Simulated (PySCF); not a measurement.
B-trichloroborazine (B3Cl3H3N3), SMILES ClB1NB(Cl)NB(Cl)N1. Atoms are numbered in the order given.

```xyz
12

Cl     1.7436     2.7037     0.0000
B      0.7776     1.2057     0.0000
N     -0.6462     1.2584     0.0000
B     -1.4330     0.0705     0.0000
Cl    -3.2133     0.1582     0.0000
N     -0.7667    -1.1888     0.0000
B      0.6554    -1.2763     0.0000
Cl     1.4697    -2.8619     0.0000
N      1.4129    -0.0695     0.0000
H     -1.1092     2.1600     0.0000
H     -1.3160    -2.0406     0.0000
H      2.4252    -0.1194     0.0000
```
Charge 0, spin multiplicity 1.

The structure is a stationary point at B3LYP-D3(BJ)/def2-SVP.

The numbers are results of PBE0/def2-SVP in PySCF, not measurements.

Gas-phase values at a fixed geometry.

Computed frontier levels, gap, dipole moment and polarisability:
| Property | Value |
|---|---|
| highest occupied level | -8.41 eV |
| lowest empty level | 0.27 eV |
| orbital gap | 8.68 eV |
| dipole moment | 0.00 D |
| quadrupole, principal values (traceless, Buckingham form, about the centre of nuclear charge) | -0.55, -0.55, 1.11 D·Å |
| mean static polarisability | 76.3 bohr³ (11.31 Å³) |
| polarisability, principal values | 44.3, 92.4, 92.4 bohr³ |
